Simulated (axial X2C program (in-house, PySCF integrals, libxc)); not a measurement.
## Testing model relations on TiI⁺

A bond curve at the CCSD(T) level, 2c, was computed with an in-house all-electron X2C program for linear molecules (integrals from PySCF) (basis I dyall-cv3z [11s12p8d4f1g], Ti dyall-cv3z [10s10p6d4f2g] (cores contracted in-house)) for the state Ω = 1 (⟨Sz⟩ = -1.00, ⟨Lz⟩ = 2.00 at HF). Its fit gives Re = 2.5388 Å, ωe = 296.2 cm⁻¹, ωexe = 0.629 cm⁻¹ and αe = 2.332e-04 cm⁻¹; the masses are 126.9045 and 47.9479 u. Two-component means X2C with spin–orbit coupling and atomic mean-field Coulomb and Gaunt terms.

Correlated methods: 10 electrons correlated (number of frozen shells: I 4 s, 3 p, 2 d; Ti 3 s, 2 p), 330 virtual spin orbitals or spinors in MP2, 90 natural virtuals in coupled cluster.

Problem. Find the reduced mass, Be and the force constant.

Solution. From the CCSD(T) values: μ = 34.7997 u. Be = 16.8576/(μ Re²) = 0.07516 cm⁻¹. k = 5.8918×10⁻⁷ μ ωe² = 1.8 mdyn/Å.

Problem. Estimate the centrifugal constant by the Kratzer relation.

Solution. D = 4Be³/ωe² = 1.94e-08 cm⁻¹.

Problem. Where do the fundamental and the first overtone lie?

Solution. ν(1←0) = ωe − 2ωexe = 294.9 cm⁻¹; ν(2←0) = 2ωe − 6ωexe = 588.6 cm⁻¹.

Problem. A Morse curve ties αe to the other constants (Pekeris). How well does that hold?

Solution. αe(Morse) = 6Be²/ωe × (√(ωexe/Be) − 1) = 2.166e-04 cm⁻¹; the CCSD(T) curve gives 2.332e-04 cm⁻¹, a ratio of 0.93.

The state is a single determinant with fixed occupations, the lowest that a limited PBE0 search found. CCSD and (T) use frozen natural virtuals with an MP2 correction for the truncation; (T) itself is uncorrected, so its De runs slightly low. PBE0 can misorder states that lie within some tenths of an eV, so this need not be the ground state of the molecule. The nearest other 2c determinant of the search, Ω = 3, lies 0.02 eV up at the distance of the search. With several unpaired electrons one determinant need not be a pure state. The outer-core s and p shells of the metal are frozen in the correlated rows, which leaves out core–valence correlation; for alkali and alkaline-earth bonds that tends to lengthen them. With the outer-core shells frozen, correlated bond lengths of heavy atoms tend to come out a few hundredths of an ångström too long.
